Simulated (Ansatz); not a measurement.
Cartesian coordinates in Å:
```
B 1.102 1.148 -0.544
Si -0.525 0.347 0.216
B -0.773 -1.603 0.128
S -0.212 -1.209 1.730
H 1.060 2.138 -1.212
H 2.146 0.587 -0.399
H -1.712 1.183 0.528
H -1.085 -2.590 -0.447
```

Charge 0, multiplicity 1.

(1) List the PBE/def2-TZVPP orbital energies in eV (the Gaussian-basis code of Ansatz). (An estimate is asked.)

## Answers

(1) Computed: Occupied: -2396.30, -1779.81, -209.25, -178.08, -177.55, -155.33, -155.28, -155.27, -137.57, -94.38, -94.27, -94.24, -19.06, -13.44, -11.91, -11.30, -9.78, -8.90, -8.29, -7.94, -6.99, -6.28. Lowest empty: -3.61, -2.63, -0.85, 0.20, 0.81, 0.95, 1.19, 1.52.
